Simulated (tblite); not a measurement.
Compound: C4H6N2S.
Cartesian coordinates in Å at the GFN2-xTB level; atoms count from 1:
```xyz
13
C4H6N2S angstrom
C     -1.654    0.122    0.804
C     -0.910   -0.071   -0.519
C      0.552    0.132   -0.349
C      1.576   -0.780   -0.447
N      2.784   -0.256   -0.200
N      2.785    0.966    0.078
S      1.266    1.640    0.070
H     -1.534    1.142    1.161
H     -2.714   -0.077    0.670
H     -1.266   -0.557    1.560
H     -1.079   -1.081   -0.898
H     -1.295    0.640   -1.254
H      1.484   -1.821   -0.695
```

Method: GFN2-xTB as coded in tblite; computed harmonic values from a numerical Hessian at the method's own geometry, unscaled. This tight-binding method is rough: wavenumbers can miss measured ones by several per cent, in bad cases by 10 to 20. One conformer, not necessarily the lowest.

Harmonic wavenumbers (cm⁻¹): 28.8, 145.6, 197.8, 290.7, 348.2, 517.6, 575.7, 628.6, 680.6, 707.3, 821.9, 827.9, 871.2, 994.1, 1056.6, 1079.8, 1111.7, 1170.1, 1237.1, 1297.4, 1321.0, 1387.4, 1410.4, 1466.0, 1488.1, 1495.0, 1501.8, 2964.3, 2984.5, 3037.8, 3040.6, 3046.3, 3148.4.

A = 4742, B = 1787, C = 1417 MHz; mass 114.025 u (most abundant isotopes); point group C1, symmetry number 1.

Problem. What is the zero-point energy?

Solution. Half the sum of the wavenumbers: 21440 cm⁻¹ = 61.30 kcal/mol.

Problem. Entropy at 298.15 K, 1 bar (ideal gas, RRHO, classical rotation)?

Solution. Translation 40.14, rotation 27.68, vibration 16.63: S = 84.4 cal/(mol K).

Problem. And Cp and H(298.15 K) − H(0)?

Solution. Cp = 26.16 cal/(mol K), of which vibrations give 18.21 (their classical limit is 33 R = 65.6); H(298.15 K) − H(0) = 4.92 kcal/mol without the zero-point energy, 2.55 from vibrations.

Problem. Blend soft modes into free rotors: weight 1/[1 + (100 cm⁻¹/ν̃)⁴] for the oscillator and the rest for a rotor with moment μB/(μ + B), μ = h/(8π²ν), B = 10⁻⁴⁴ kg m². What vibrational entropy results?

Solution. 14.79 cal/(mol K) in place of 16.63, which changes −T·S at 298.15 K by +0.55 kcal/mol.

Problem. How do the functions run with temperature in this model?

Solution. 
```csv
T (K),S (cal/(mol K)),Cp (cal/(mol K)),H − H(0) (kcal/mol),G − H(0) (kcal/mol),ln q(vib)
150,70.4,16.2,1.81,-8.75,1.98
250,80.2,22.7,3.74,-16.29,3.38
400,93.1,33.2,7.95,-29.31,5.56
600,108.8,44.0,15.74,-49.53,8.62
900,128.7,54.0,30.59,-85.26,13.12
```

q(vib) and H(0) count from the zero-point level.

Hindered rotation and anharmonicity are outside this model. Other conformers, if any are populated, would add a mixing term that is left out. The structure is chiral; the term R ln 2 for an equal mix with its mirror image is left out.

On Arm Neoverse V2, one thread, no GPU, on a shared host, this took 0.27 s of wall time. This covers the Hessian and the dipole derivatives.
